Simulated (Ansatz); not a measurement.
Cost and result up the ladder for HfSe₂ (3 atoms). The state is a singlet with charge 0. Geometry: PBE-D4/def2-TZVP.

Cartesian coordinates in Å:
```
Hf -1.553 0.790 1.522
Se 0.027 -0.021 -0.020
Se 1.527 -0.769 -1.502
```

Ansatz on 4 threads of AMD EPYC 9R45 on a shared host. Times are rough, and most runs start from the orbitals of an earlier one. No level here is sound enough to serve as a yardstick. Binding counts from free atoms at the same level (Hf triplet, Se triplet; other spins of the atoms weren't run), without zero-point energy or a counterpoise term.

In the def2 sets Hf takes a core potential; there is no spin–orbit coupling. No other spin state of charge 0 was run. Another isomer (singlet) lies 3.37 eV lower at PBE0-D4/def2-TZVP; other spin states weren't run for this one.

Run but left out: CCSD(T)/def2-TZVPP (restricted singlet, unstable towards broken spin symmetry).

```
                         level  functions  wall time  binding energy per atom (eV)                        remarks
PBE-D4/def2-TZVP (with forces)        136     0.65 s                          2.31  restricted SCF unstable in HF
             PBE0-D4/def2-TZVP        136      0.8 s                          2.04  restricted SCF unstable in HF
        CAM-B3LYP-D4/def2-TZVP        136      1.1 s                          1.85  restricted SCF unstable in HF
           r2SCAN-D4/def2-TZVP        136      1.1 s                          2.06  restricted SCF unstable in HF
          r2SCANh-D4/def2-TZVP        136      1.2 s                          1.97  restricted SCF unstable in HF
```
